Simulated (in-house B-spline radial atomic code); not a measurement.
Results of a calculation; reference values are marked as such.
**Stopping of slow ions oscillates with Z: Al to Zn at r_s = 2.2**

A nucleus sits in a uniform electron gas with a rigid positive background. The Kohn-Sham equations are solved self-consistently in the spin-unpolarised LDA (PW92), non-relativistic, on B-splines with outgoing waves at the boundary and partial waves to l = 8. The model has no lattice, no bands and no magnetic solution. Atomic units; δ_l are the phase shifts at the Fermi level, counted so that each bound state adds π, and good to about 0.0005.

The density parameter is r_s = 2.2 bohr, near that of the valence electrons of Ga (3 per atom, density 5.91 g/cm³, mass 69.72 u, which gives r_s = 2.19). The friction coefficient Q = n k_F σ_tr gives dE/dx = Q v for slow ions.

```tsv
ion	δ0/π	δ1/π	δ2/π	δ3/π	σ_tr (bohr²)	Q (a.u.)
Al	2.141	1.275	0.090	0.010	15.91	0.3113
Si	2.248	1.389	0.099	0.010	27.46	0.5371
P	2.343	1.502	0.111	0.011	37.83	0.7399
S	2.429	1.608	0.129	0.012	43.95	0.8596
Cl	2.511	1.703	0.155	0.013	46.96	0.9185
Ar	2.587	1.784	0.193	0.012	50.37	0.9851
K	2.655	1.849	0.244	0.009	57.26	1.1200
Ca	2.712	1.898	0.308	0.006	68.15	1.3328
Sc	2.756	1.932	0.383	0.004	79.56	1.5561
Ti	2.792	1.957	0.464	0.002	85.93	1.6806
V	2.822	1.976	0.549	0.001	83.27	1.6286
Cr	2.849	1.992	0.634	0.000	71.22	1.3929
Mn	2.877	2.008	0.718	0.001	52.98	1.0361
Fe	2.906	2.026	0.799	0.002	33.81	0.6613
Co	2.941	2.051	0.874	0.003	18.79	0.3676
Ni	2.988	2.088	0.938	0.006	10.63	0.2079
Cu	3.051	2.144	0.987	0.009	8.97	0.1754
Zn	3.125	2.217	1.024	0.011	12.24	0.2394
```

Problem. Where are the largest and smallest frictions, and what do the phase shifts say there?

Solution. Largest: Ti, Q = 1.6806; smallest: Cu, Q = 0.1754, a ratio of 9.6. For the largest δ2/π = 0.46: the d resonance is about half filled and sits at the Fermi level, where it scatters most. For the smallest the differences δ_l − δ_(l+1), measured from the nearest multiple of π, are 0.09π, 0.16π, 0.02π; σ_tr grows with the sines of these.

Problem. At equal speed, Lindhard and Scharff's formula, with silicon as an example target, scales as Z^(7/6)/(Z^(2/3) + 14^(2/3))^(3/2). How does its rise from the first ion to the last compare?

Solution. It rises smoothly by 0.8696/0.5222 = 1.67, while Q changes by 0.239/0.311 = 0.77. The statistical formula averages over shells, so it can't show the oscillation.
